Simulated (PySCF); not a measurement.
Fill in the blanks.

C4H4O2S.
SMILES: `O=S1(=O)C=CC=C1`

```csv
property,level,value
point group of the GFN2-xTB geometry,GFN2-xTB,?
"rotational constants A, B, C of the GFN2-xTB geometry",GFN2-xTB,?
dipole moment,CAM-B3LYP/def2-SVPD,?
HOMO energy,CAM-B3LYP/def2-SVPD,-9.21 eV
LUMO energy,CAM-B3LYP/def2-SVPD,-1.48 eV
lowest singlet excitation,TDDFT CAM-B3LYP/def2-SVPD,"4.43 eV (280 nm, f = 0.028)"
strongest line among the 8 lowest singlet transitions,TDDFT CAM-B3LYP/def2-SVPD,"S3 at 5.77 eV (215 nm, f = 0.062)"
lowest triplet excitation (Tamm–Dancoff),TDA CAM-B3LYP/def2-SVPD,?
static isotropic polarisability,CAM-B3LYP/def2-SVPD,?
electronic spatial extent ⟨r²⟩ about the centre of nuclear charge,CAM-B3LYP/def2-SVPD,?
13C chemical shifts (computed TMS as zero) by class,GIAO PBE0/pcSseg-1,"143.1 (2 C), 133.5 (2 C) ppm"
1H chemical shifts (computed TMS as zero) by class,GIAO PBE0/pcSseg-1,"6.66 (2 H), 6.65 (2 H) ppm"
"isotropic shieldings of nuclei other than C and H, by class",GIAO PBE0/pcSseg-1,?
```

Electronic properties: PySCF, gas phase, density fitting.

Problem. Give the lowest triplet excitation (Tamm–Dancoff).

Solution. 2.75 eV.

Problem. What is the point group of the GFN2-xTB geometry?

Solution. C2v.

Problem. Give the static isotropic polarisability.

Solution. 66.7 au.

Problem. What is the electronic spatial extent ⟨r²⟩ about the centre of nuclear charge?

Solution. 680 bohr².

Problem. What are the rotational constants A, B, C of the GFN2-xTB geometry?

Solution. 4.352, 2.248, 2.069 GHz.

Problem. What are the isotropic shieldings of nuclei other than C and H, by class?

Solution. 159 (2 O), 162 (1 S) ppm.

Problem. What is the dipole moment?

Solution. 5.33 D.

The principal polarisabilities are 52.0, 66.1 and 82.2 au; their mean is the isotropic value. The rotational constants make it an asymmetric top with κ = (2B − A − C)/(A − C) = -0.84, nearer the prolate limit (−1). With B = h/(8π²I), that is 505.379 GHz u Å² over I, the principal moments of inertia are 116.1, 224.8 and 244.2 u Å² (most abundant isotopes). No computed singlet falls in the visible range (750 to 380 nm, 1.65 to 3.26 eV); S1 lies 1.17 eV above its blue end.

For the TDDFT job (CAM-B3LYP/def2-SVPD), the run took 28 s of wall time on Arm Neoverse V1, one thread, on a shared host.
